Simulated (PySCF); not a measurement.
Job file and geometry (Å, from GFN2-xTB) of an NMR shielding run on `C1[C@@H](CC#N)OCCC1=O`, C7H9NO2, GIAO PBE0/pcSseg-1 NMR shielding, non-relativistic, gas phase (PySCF); density fitting, a coarse starting grid and PySCF grid level 2 are the driver's defaults:

```
{"job": {"kind": "nmr", "xc": "PBE0", "basis": "pcSseg-1"}, "charge": 0, "multiplicity": 1}
N      3.836098    -0.467618     0.985361
C      3.041255    -0.170675     0.220296
C      2.032705     0.202450    -0.736094
C      0.657225     0.363501    -0.073405
C      0.161469    -0.963761     0.531974
C     -1.248180    -0.772418     1.046103
O     -1.586311    -1.006295     2.175602
C     -2.165081    -0.193007    -0.006415
C     -1.512405     1.076773    -0.577362
O     -0.223677     0.821526    -1.073802
H      2.314437     1.149889    -1.203014
H      1.973176    -0.560775    -1.516486
H      0.724597     1.113505     0.734509
H      0.821328    -1.284670     1.338679
H      0.149863    -1.725723    -0.250650
H     -3.138541     0.039789     0.423855
H     -2.289431    -0.921027    -0.810139
H     -1.471355     1.848249     0.206610
H     -2.086976     1.459536    -1.423083
```

Q: Write the output of this run.

A: 
```
coarse grid: 16416 points
cycle   1  E = -476.4642920039  dE =  1.671e+00  |g| = 9.825e-01  |ddm| = 3.998e+00
cycle   2  E = -475.8903110781  dE =  5.740e-01  |g| = 1.973e+00  |ddm| = 2.858e+00
cycle   3  E = -476.6482839758  dE = -7.580e-01  |g| = 2.206e-01  |ddm| = 2.146e+00
cycle   4  E = -476.6570650292  dE = -8.781e-03  |g| = 9.954e-02  |ddm| = 2.316e-01
cycle   5  E = -476.6586863643  dE = -1.621e-03  |g| = 3.813e-02  |ddm| = 9.169e-02
cycle   6  E = -476.6589603704  dE = -2.740e-04  |g| = 1.228e-02  |ddm| = 3.207e-02
cycle   7  E = -476.6589872490  dE = -2.688e-05  |g| = 4.576e-03  |ddm| = 1.030e-02
cycle   8  E = -476.6589911241  dE = -3.875e-06  |g| = 7.386e-04  |ddm| = 3.981e-03
final grid: 160216 points
cycle   9  E = -476.7402572570  dE = -3.371e-05  |g| = 1.558e-02  |ddm| = 3.436e-02
cycle  10  E = -476.7401567782  dE =  1.005e-04  |g| = 2.806e-02  |ddm| = 3.062e-02
cycle  11  E = -476.7403019234  dE = -1.451e-04  |g| = 3.199e-03  |ddm| = 2.165e-02
cycle  12  E = -476.7403037920  dE = -1.869e-06  |g| = 5.428e-04  |ddm| = 2.534e-03
cycle  13  E = -476.7403038387  dE = -4.661e-08  |g| = 2.129e-04  |ddm| = 5.900e-04
cycle  14  E = -476.7403038462  dE = -7.558e-09  |g| = 1.085e-04  |ddm| = 2.196e-04
cycle  15  E = -476.7403038485  dE = -2.279e-09  |g| = 3.124e-05  |ddm| = 8.720e-05
cycle  16  E = -476.7403038487  dE = -1.962e-10  |g| = 6.081e-06  |ddm| = 2.742e-05
converged SCF energy = -476.7403038487

GIAO shielding tensors (ppm)
atom      isotropic    diamagn.    paramagn.     s11        s22        s33       span
  0 N      -38.227     339.178    -377.405   -212.414   -202.601    300.332    512.746
  1 C       66.245     260.308    -194.064    -48.388    -45.833    292.955    341.343
  2 C      161.037     246.730     -85.693    142.938    160.192    179.981     37.042
  3 C      106.018     246.348    -140.330     80.524     85.309    152.222     71.698
  4 C      135.580     254.564    -118.984    119.502    134.049    153.188     33.686
  5 C      -21.153     248.765    -269.918   -109.139    -61.493    107.173    216.312
  6 O     -346.848     396.880    -743.728   -940.009   -418.190    317.656   1257.665
  7 C      140.291     253.776    -113.485    124.205    134.558    162.111     37.905
  8 C      114.958     244.783    -129.825     81.489     97.691    165.693     84.204
  9 O      260.150     399.051    -138.902    235.384    260.525    284.540     49.156
 10 H       28.884      27.220       1.664     23.784     28.324     34.545     10.762
 11 H       29.312      28.565       0.747     25.295     28.969     33.671      8.375
 12 H       28.047      32.845      -4.798     25.818     26.904     31.420      5.602
 13 H       28.937      33.375      -4.438     24.579     29.682     32.550      7.971
 14 H       29.577      32.465      -2.888     26.739     29.195     32.798      6.059
 15 H       29.642      29.552       0.090     26.286     27.677     34.962      8.676
 16 H       29.091      30.307      -1.216     26.284     27.564     33.426      7.142
 17 H       27.943      30.118      -2.175     22.698     27.592     33.538     10.840
 18 H       27.163      28.517      -1.355     22.290     26.250     32.948     10.658
```

Q: Turn these shieldings into chemical shifts. Chemical shifts δ = σref − σ; NH3 for 15N (267.73 ppm); 13C (186.93 ppm), 1H (31.72 ppm) vs TMS; 17O (336.08 ppm) vs H2O, all at this level.

A: Averaging equivalent atoms: N 0: 306.0; C 5: 208.1; C 1: 120.7; C 3: 80.9; C 8: 72.0; C 4: 51.3; C 7: 46.6; C 2: 25.9; O 6: 682.9; O 9: 75.9; H 18: 4.55; H 17: 3.77; H 12: 3.67; H 10: 2.83; H 13: 2.78; H 16: 2.63; H 11: 2.41; H 14: 2.14; H 15: 2.08 ppm. Unscaled 17O shifts of doubly bonded oxygen tend to come out too high, by tens of ppm or more. Experimental scales use liquid or dissolved standards, which lie at an offset from isolated NH3 (liquid NH3: subtract about 20 ppm) and H2O (liquid H2O: subtract about 36 ppm). Unscaled 15N shifts of sp2 nitrogen come out 20 to 40 ppm too high even then.

Size and cost of the density-fitted run: 215 basis functions, 67 s wall time on 1 thread of an Arm Neoverse N1, shared host.
